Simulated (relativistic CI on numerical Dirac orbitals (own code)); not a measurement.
# Hyperfine structure of Nd37+, mass number 143

Computed by Dirac-Coulomb-Breit CI, separate exchange-only KLI orbitals for each configuration, a model potential for QED, unscaled Slater integrals (own radial code, finite nucleus).

Configuration list (outside the closed core [Ne]): 3s2.3p6.3d5, 3s2.3p5.3d6, 3s2.3p4.3d7, 3s.3p6.3d6, 3p6.3d7, 3s.3p5.3d7, 3s2.3p6.3d4.4s, 3s2.3p6.3d4.4p, 3s2.3p4.3d6.4s, 3s2.3p5.3d5.4s, 3s2.3p6.3d4.4f, 3p6.3d6.4s, 3s2.3p6.3d3.4s2, 3s2.3p6.3d4.5s, 3p6.3d5.4s2. Levels of other configurations are missing.

Nuclear spin I = 7/2, μ = -1.065 μN, Q = -0.61 b (tables of Stone and Pyykkö). The electronic factors are computed for point nuclear moments, without core polarisation or the Bohr-Weisskopf and QED corrections.

| Level | E (cm⁻¹) | A (MHz) | B (MHz) |
| --- | --- | --- | --- |
| 3s2.3p6.3d5 4P_1/2 | 277778 | 3088 |  |
| 3s2.3p6.3d5 2D_3/2 | 375121 | -13070 | 17200 |
| 3s2.3p6.3d5 2I_11/2 | 408186 | -7826 | -874 |

Levels with J = 0, under 50 % of one LS term, or S terms without an open s electron are left out. Small factors come from cancelling terms and can be off by tens of per cent or more.

At this charge energies of transitions that change n are usually good to better than 1 %, and those within a shell (Δn = 0) to a few per cent. Terms inside the open d or f shell come out 10 to 20 % too wide with unscaled integrals.

(1) Give the hyperfine levels of 3s2.3p6.3d5 2D_3/2 relative to its centre of gravity.

Answers

(1) With K = F(F + 1) − I(I + 1) − J(J + 1), E = AK/2 + B[¾K(K + 1) − I(I + 1)J(J + 1)]/[2I(2I − 1)J(2J − 1)]: F = 2: 97430, F = 3: 45940, F = 4: -11250, F = 5: -64310 MHz.

LS names give the leading component of a level, which can be under half, so a name can repeat, a term be missing and a line seem to break the LS rules.
